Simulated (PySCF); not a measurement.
## Correlation energy of Te⁺ (tellurium, charge +1)

[Kr] 4d10 5s2 5p3, high-spin 4S determinant. Computed with PySCF 2.14 in aug-cc-pVQZ-PP with ECP28MDF (7s7p5d3f2g, 92 functions), with scalar relativity through the core potential. Frozen: 4s2 4p6 4d10; 5 electrons correlated.

```csv
level,correlation energy (mhartree)
CCSD,-80.76
(T),-2.71
CCSD(T),-83.47
```

Diagnostics: T1 = 0.0028, D1 = 0.0066, largest double amplitude 0.036.

Task: Is a single reference adequate?

Result: Yes, within this model without spin-orbit coupling: T1 lies below 0.03 and no double amplitude reaches 0.07.
